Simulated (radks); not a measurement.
The numbers below are computed, except where a source is named.
Task: All-electron atom: neutral phosphorus in [Ne] 3s2 3p3. Code: a radial shooting solver on a logarithmic mesh with Libxc functionals. Model: scalar-relativistic Kohn-Sham, PBEsol, spin-polarised, spherical densities, finite nucleus; open shells are filled with parallel spins first; Fermi nuclear charge, rms radius 3.1889 fm. Some entries of the table are withheld. Estimate them.

orbital,occ.,eigenvalue (Ry),r(max) (bohr)
1s up,1,-152.8686,0.06772
1s down,1,-152.8458,0.06772
2s up,1,(1),0.4193
2s down,1,(2),0.4195
2p up,3,(3),0.3540
2p down,3,(4),0.3544
3s up,1,-1.08350,1.577
3s down,1,-0.88455,1.567
3p up,3,-0.45880,(5)
3p down,0,-0.27295,(6)

Result: 
(1) 2s up eigenvalue (Ry): -12.73248
(2) 2s down eigenvalue (Ry): -12.70894
(3) 2p up eigenvalue (Ry): -9.11754
(4) 2p down eigenvalue (Ry): -9.08545
(5) 3p up r(max) (bohr): 1.832
(6) 3p down r(max) (bohr): 1.845
